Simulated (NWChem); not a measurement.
Molecule: AlSiH₅; SMILES [AlH2][SiH3]

Computed with NWChem. Pople sets run with spherical d functions. All runs use the structure optimised with PBE-D3(BJ)/def2-SVP. Ions are spin-unrestricted doublets at the neutral geometry; other ion states weren't tried. Functional: LC-ωPBE (HJS hole) with 6-31G*; rows give the range parameter ω in 1/bohr.

```csv
range parameter (1/bohr),"vertical ionisation energy, ΔSCF (eV)",−ε(HOMO) (eV),ΔSCF minus −ε(HOMO) (eV)
0.10,9.56,7.95,1.61
0.15,9.62,8.53,1.09
0.20,9.68,9.01,0.67
0.40,___,___,___
0.80,10.13,10.86,-0.73
```

**Question.** Complete the blanks.

**Answer.** 
- 0.40, vertical ionisation energy, ΔSCF (eV): 9.93
- 0.40, −ε(HOMO) (eV): 10.18
- 0.40, ΔSCF minus −ε(HOMO) (eV): -0.25
